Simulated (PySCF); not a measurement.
SMILES C[CH2][Bi]([SiH3])[SiH3], GFN2-xTB optimised geometry.

```
16

Bi    -1.67     0.05    -2.03
C      0.02     0.77    -3.40
C     -0.06     2.27    -3.66
H     -0.05     0.23    -4.34
H      0.97     0.52    -2.94
H      0.04     2.82    -2.73
H     -1.00     2.54    -4.12
H      0.75     2.59    -4.33
Si    -0.34    -2.10    -1.39
H     -0.41    -3.10    -2.45
H     -0.86    -2.75    -0.18
H      1.08    -1.85    -1.15
Si    -0.65     1.34     0.00
H     -1.07     2.75     0.00
H      0.80     1.34     0.00
H     -1.08     0.80     1.29
```

Density from PySCF with CAM-B3LYP/def2-TZVP, def2 effective core potentials past Kr at that geometry. The core electrons that the potentials of Bi replace are not part of the density.

Minimum of the electron density along straight lines between bonded atoms, close to the bond critical point (lines longer than 1.1 times the sum of covalent radii, or with two minima, are not listed):

```tsv
bond	length / Å	ρ at the minimum / e bohr⁻³	∇²ρ there / e bohr⁻⁵	position (fraction from the first atom)
Bi1–C2	2.291	0.094	0.06	0.53
C2–C3	1.520	0.248	-0.62	0.50
C2–H4	1.089	0.280	-0.96	0.64
C2–H5	1.087	0.281	-0.97	0.64
C3–H6	1.089	0.280	-0.97	0.64
C3–H7	1.089	0.280	-0.96	0.64
C3–H8	1.091	0.278	-0.96	0.64
Bi1–Si9	2.613	0.076	-0.05	0.53
Si9–H10	1.464	0.124	0.19	0.49
Si9–H11	1.462	0.124	0.18	0.50
Si9–H12	1.459	0.125	0.19	0.50
Bi1–Si13	2.613	0.076	-0.05	0.53
Si13–H14	1.465	0.124	0.19	0.49
Si13–H15	1.460	0.125	0.19	0.50
Si13–H16	1.461	0.124	0.18	0.50
```
